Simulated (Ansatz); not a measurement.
CH$_{5}$Si, doublet, at a GFN2-xTB geometry; BHLYP/STO-3G (Ansatz, an electronic-structure program).

Ansatz was given this input:
Ansatz 0.2 input:
```yaml
crystal:
  periodic: [false, false, false]
  atoms:
    - {symbol: C, position_ang: [-1.19243168, -0.16784419, 0.12828578]}
    - {symbol: Si, position_ang: [0.66435470, 0.08504505, -0.14296576]}
    - {symbol: H, position_ang: [-1.77784666, 0.57243506, -0.41016203]}
    - {symbol: H, position_ang: [-1.51335466, -1.15062903, -0.20606812]}
    - {symbol: H, position_ang: [-1.44525161, -0.08155527, 1.18441817]}
    - {symbol: H, position_ang: [1.11180308, 1.43180120, 0.19041623]}
    - {symbol: H, position_ang: [1.47827415, -0.95561745, 0.47320178]}
basis:
  gaussian:
    orbitals: STO-3G
hamiltonian:
  xc: {name: BHLYP}
magnetization: {spin_polarized: true, initial_magnetization: 1}
```

Output, abridged:

```
Functional definition: BHLYP
229 factors; integrals over basis functions are off by at most 2.3e-5 eV
mean field evaluation 1: about -8889.2681 eV, gradient 5.4e0 eV
mean field evaluation 2: about -8889.5464 eV, gradient 1.7e0 eV
mean field evaluation 4: about -8889.5743 eV, gradient 2.1e-1 eV
mean field evaluation 8: about -8889.5710 eV, gradient 2.3e-3 eV
mean field -8889.57098871 eV, -326.6857082673 hartree, gradient 6.1e-5 eV, S^2 0.750727; 0 other end points of the search recorded, 0 dependent functions left out
reference -8889.57109203 eV, -326.6857120644 hartree; 13, 12 occupied and 6, 7 virtual orbitals, 229 factors
Total energy: -8889.57109203 eV, -326.6857120644 hartree
```
